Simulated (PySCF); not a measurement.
**Germanium: a sound run and one with changed settings**

Sound run: Ge²⁺ [Ar] 3d10 4s2, Ge³⁺ [Ar] 3d10 4s1. Computed with PySCF 2.14 in def2-TZVP, with no relativity, point nucleus. The sound run starts from symmetry-adapted Hartree-Fock orbitals and uses a fine grid where one is needed.

Changed run: radial step 0.3 in ln r (0.13 in the sound run). This setting is unsound on purpose.

```tsv
species	method	sound run (hartree)	changed run (hartree)	converged
Ge²⁺	UHF	-2074.48816	-2074.48816	yes
Ge²⁺	r2SCAN	-2076.01993	-2076.02967	yes
Ge²⁺	BP86	-2076.30324	-2076.30140	yes
Ge³⁺	UHF	-2073.32303	-2073.32303	yes
Ge³⁺	r2SCAN	-2074.78941	-2074.79899	yes
Ge³⁺	BP86	-2075.05431	-2075.05251	yes
```

Ionisation energy of Ge²⁺:

| method | sound run (eV) | changed run (eV) |
| --- | --- | --- |
| UHF | 31.705 | 31.705 |
| r2SCAN | 33.484 | 33.488 |
| BP86 | 33.985 | 33.984 |

A coarse radial grid mis-integrates the density and the exchange-correlation energy, with errors of either sign; Hartree-Fock needs no grid.

For comparison, NIST gives 34.058 eV between the lowest levels.
